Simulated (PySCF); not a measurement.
## Worked example: entropy of an ideal gas

O2P2, SMILES o1p2op12.

Geometry: B3LYP-D3(BJ)/def2-SVP.

B3LYP-D3(BJ)/def2-SVP run with PySCF gives the harmonic wavenumbers 445, 582, 620, 717, 735, 888 cm⁻¹ and the rotational temperatures 0.6123, 0.2463, 0.1756 K. The molar mass is 93.95 g/mol, the symmetry number 4, the spin multiplicity 1.

Question: Work out the entropy at 298.15 K and 1 atm in the rigid-rotor, harmonic-oscillator model.

Answer: 
Translation (Sackur–Tetrode at 1 atm): S = R[1.5 ln M + 2.5 ln T − 1.16487] = 165.4 J/(mol K).
Rotation: q = (√π/σ) T^1.5/√(θA θB θC) = 14000, S = R[ln q + 3/2] = 91.9 J/(mol K).
Vibration: with u = 1.4388 ν/T, each mode gives R[u/(e^u − 1) − ln(1 − e^−u)]:
```
ν (cm⁻¹)  modes     u  S (J/(mol K))
--------  -----  ----  -------------
445           1  2.15           3.39
582           1  2.81           2.02
620           1  2.99           1.74
717           1  3.46           1.20
735           1  3.55           1.12
888           1  4.29           0.61
```
These are all the modes. Sum 10.1 J/(mol K).
Spin: R ln 1 = 0.0 J/(mol K).
Total 267.3 J/(mol K); the program's own thermochemistry gives 267.3. Translation makes up 62 % and vibration 4 %. Anharmonicity, hindered rotation and orbital degeneracy are left out.
